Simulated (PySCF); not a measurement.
Vertical excitations of a molecule C2H10OSi3 from PySCF 2.14.0 with TDA-PBE0/def2-SVPD, as energy in eV (oscillator strength): 6.08 (0.006), 6.54 (0.005), 6.60 (0.041), 6.98 (0.058), 7.09 (0.002), 7.24 (0.024). Lowest triplet (TDA): 5.78 eV. Geometry: PBE0-D3(BJ)/def2-SVP. Other conformers were not sampled.

Question: Which molecule gave these data?
A) [SiH3]C[Si@@H]1OC[SiH2]1
B) [SiH3][C@@H]1O[C@H]([SiH3])[SiH2]1
C) C=CO[SiH]([SiH3])[SiH3]
D) [SiH3][C@H]1O[SiH2]C[SiH2]1

Answer: D, [SiH3][C@H]1O[SiH2]C[SiH2]1
